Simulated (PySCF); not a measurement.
Zr²⁸⁺: ionisation energy

Zr²⁸⁺ [Ne] 3s2 → Zr²⁹⁺ [Ne] 3s1 [3s1/2^1, M_J = 1/2], as a difference of total energies. Computed with PySCF 2.14 in an even-tempered Gaussian basis (19 s from 4.3 bohr⁻², ratio 2.4; 13 p from 5.6 bohr⁻², ratio 2.4; 5 d from 19 bohr⁻², ratio 2.6; 4 f from 29 bohr⁻², ratio 2.6), with the two-component X2C-1e Hamiltonian. Correlated levels: 1s2 frozen; the 52 highest virtual spinors dropped. "Screened" scales the spin-orbit matrix elements by Boettger's factors to mimic the two-electron term; Breit and QED terms are absent.

| method | ionisation energy (eV) |
| --- | --- |
| GHF (screened spin-orbit) | 1519.6 |
| GMP2 (screened spin-orbit) | 1522.7 |

Problem. How much does correlation contribute at GMP2 (screened spin-orbit)?

Solution. 1522.7 − (1519.6) = 3.1 eV, measured against GHF (screened spin-orbit).

Breit and QED terms and the two-electron picture change are absent.

For comparison: 1525.1 ± 2.2 eV (semi-empirical (NIST evaluation); NIST Atomic Spectra Database, ionization energies).
